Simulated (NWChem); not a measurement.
System: C₃H₄O₂Si; SMILES C=C1OC(=O)[SiH2]1

```xyz
10

C     -0.6797     2.3038     0.0000
C     -0.2483     1.0466     0.0000
O     -1.1184    -0.0506     0.0000
C     -0.2722    -1.1521     0.0000
O     -0.6543    -2.2726     0.0000
Si     1.3093    -0.0149     0.0000
H     -1.7482     2.5365     0.0000
H      0.0345     3.1283     0.0000
H      2.1529    -0.0245    -1.2272
H      2.1529    -0.0245     1.2272
```
Atoms are numbered in this order, from 1.

Results from NWChem. Pople sets run with spherical d functions. STO-3G and 3-21G are far too small for this property and stand as cheap habits. The geometry was optimised at PBE0/def2-SVP. Field at 589 nm.

Question: Order these by “anisotropy (bohr³)”, lowest first: B3LYP/6-31G*; B3LYP/def2-SVP; B3LYP/STO-3G.

Answer: B3LYP/STO-3G (33.4), B3LYP/def2-SVP (38.0), B3LYP/6-31G* (39.8)
